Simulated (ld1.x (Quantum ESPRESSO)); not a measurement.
## germanium (Ge): one change to a PAW potential, before and after

germanium, PAW, made with ld1.x (Quantum ESPRESSO) 7.5 (PBEsol, scalar-relativistic). Core [Ar], reference 3d10 4s2 4p2. Waves: 4s (bound): rcut 1.45, rcutus 1.70 bohr; 4s channel at 0.05 Ry: rcut 1.45, rcutus 1.70 bohr; 4p (bound): rcut 1.70, rcutus 1.90 bohr; 4p channel at 1.95 Ry: rcut 1.70, rcutus 1.90 bohr; 3d (bound): rcut 1.35, rcutus 1.45 bohr; 3d channel at 0.7 Ry: rcut 1.35, rcutus 1.45 bohr. Local part: all-electron potential smoothed inside 1.15 bohr (lloc = -1). Core correction: Bessel-smoothed model core inside 1.25 bohr. Augmentation charge: PSQ, inside the norm-conserving radii.

All-electron outer shells of the reference configuration (PBEsol, scalar-relativistic, ld1.x):

```
shell  level (eV)  outermost node (bohr)  outermost maximum (bohr)
   3s     -168.12                   0.26                      0.54
   3p     -115.43                   0.23                      0.54
   3d      -29.31                      –                      0.50
   4s      -11.74                   0.77                      1.75
   4p       -3.90                   0.82                      2.22
```

Change: waves 4p (bound): rcut 1.70, rcutus 2.62 bohr; 4p channel at 1.95 Ry: rcut 1.70, rcutus 2.62 bohr.

Cutoffs: the cutoffs (Ry, on a coarse ladder) from which the occupation-weighted sum of valence levels, in a spherical-Bessel basis at the reference potential, stays within 10 and 1 mRy of its value at 400 Ry; they do not see the model core or the augmentation charge, which bear on the density cutoff. Errors are all-electron minus pseudo energies relative to the spin-unpolarised reference configuration.

**Question.** What does the change do?

**Answer.** Both files keep a bound ghost (s); of the 6 tests that both files solve, the error grows in 3 and shrinks in 0 by more than 15 % and 0.3 meV (median size 1.0 → 2.6 meV). More of the atom is replaced by a form fitted at one configuration, so other configurations suffer.

| quantity | base | changed |
| --- | --- | --- |
| cutoffs, loose and tight | 55 Ry, 100 Ry | not determined |
| bound ghosts | s | s (p not tested, overlap not positive) |
| tests counted (converged, no solver errors) | 6 of 7 | 6 of 7 |
| error for 3d10 4s2 4p1, meV [ΔE 7.45 eV] | -1.0 | -2.6 |
| error for 3d10 4s2 4p0, meV [ΔE 22.90 eV] | -3.8 | -3.6 |
| error for 3d10 4s1 4p0, meV [ΔE 57.69 eV] | -12 | -12 |
| error for 3d10 4s2 4p1.5, meV [ΔE 2.80 eV] | -0.4 | -1.1 |
| error for 3d10 4s1 4p3, meV [ΔE 7.98 eV] | -1.0 | -2.5 |
| error for 3d10 4s2 4p2.3, meV [ΔE -0.88 eV] | +0.1 | -0.1 |
| lowest overlap eigenvalue by channel | s 0.35, p 0.53, d 0.12 | s 0.35, p -4.62, d 0.12 |

Base: Tests not counted: 3d10 4s0 4p0 (solver errors, printed error -1713 eV). Changed file: the overlap operator is not positive definite in a basis up to 400 Ry (lowest eigenvalue p -4.62), so the file is unfit for use: the generalised eigenproblem breaks down once the basis is large enough, and its test numbers describe a broken file. Tests not counted: 3d10 4s0 4p0 (solver errors, printed error -1713 eV). A true bound ghost makes a file unfit for plane-wave use even where its test errors are small: the radial tests pick states by their node count and pass the ghost by. Where a test does run into it, the solver fails or the error is huge.
